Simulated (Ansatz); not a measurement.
`N[CH]([SiH3])[SbH2]` + `N[SiH3]` → `NC([SiH3])N[SiH3]` + `[SbH3]`  (substitution at a C–Sb bond)

Program: Ansatz. Geometries: PBE0-D4/def2-TZVP. ΔE: electronic, gas phase. CBS: MP2 limit from def2 TZ/QZ plus the TZ coupled-cluster correction, frozen cores. This one scheme is used for every species. Functionals use def2-TZVPP. Elements past krypton have def2 core potentials. For Sb outer-core shells are correlated without core-valence functions, which leaves a few kJ/mol of doubt a bond. One conformer a species, not always the lowest.

`N[CH]([SiH3])[SbH2]`:

Z-matrix (Å, degrees):
```
C
Si 1 1.885
Sb 1 2.180 2 110.5
N 1 1.461 2 114.1 3 -126.0
H 1 1.097 2 109.0 3 112.0
H 2 1.491 1 109.1 3 179.3
H 2 1.489 1 109.2 3 61.5
H 2 1.490 1 112.6 3 -59.7
H 3 1.713 1 92.1 2 -74.4
H 3 1.708 1 92.9 2 -165.7
H 4 1.013 1 111.0 2 68.5
H 4 1.015 1 111.1 2 -50.9
```

`N[SiH3]`:

Z-matrix (Å, degrees):
```
Si
N 1 1.720
H 1 1.486 2 107.9
H 1 1.494 2 116.0 3 -120.3
H 1 1.486 2 107.9 3 119.4
H 2 1.007 1 119.6 3 -168.6
H 2 1.007 1 119.6 3 49.2
```

`NC([SiH3])N[SiH3]`:

Cartesian coordinates in Å:
```
N 0.548 -1.463 -1.405
C -0.252 -0.692 -0.456
Si -0.615 1.058 -1.136
N 0.434 -0.705 0.812
Si 0.281 0.433 2.091
H 0.041 -1.636 -2.264
H 1.406 -0.973 -1.634
H -1.224 -1.211 -0.398
H -1.315 0.841 -2.432
H -1.488 1.896 -0.266
H 0.669 1.765 -1.391
H 0.729 -1.643 1.051
H 0.610 1.791 1.581
H 1.249 0.018 3.138
H -1.075 0.521 2.711
```

`[SbH3]`:

Cartesian coordinates in Å:
```
Sb 0.276 -0.169 0.644
H 1.131 -0.285 -0.829
H -0.315 1.378 0.227
H -1.093 -0.924 -0.042
```

CCSD(T)/CBS gives +47.9 kJ/mol.

Question: Another level gave +51.2 kJ/mol. Which?
A. MP2/def2-TZVPP
B. SCS-MP2/def2-TZVPP
C. B2PLYP/def2-TZVPP
D. ωB97M-V/def2-TZVPP

Answer: A. MP2/def2-TZVPP 51.2, ωB97M-V 35.6, B2PLYP 41.3, SCS-MP2/def2-TZVPP 46.7 kJ/mol.

Largest T1 diagnostic among the species: 0.014.

In def2-TZVPP, CCSD(T) changes the Hartree–Fock value by +9.0 kJ/mol (the triples alone add +1.5 kJ/mol) and MP2 by +19.2 kJ/mol.
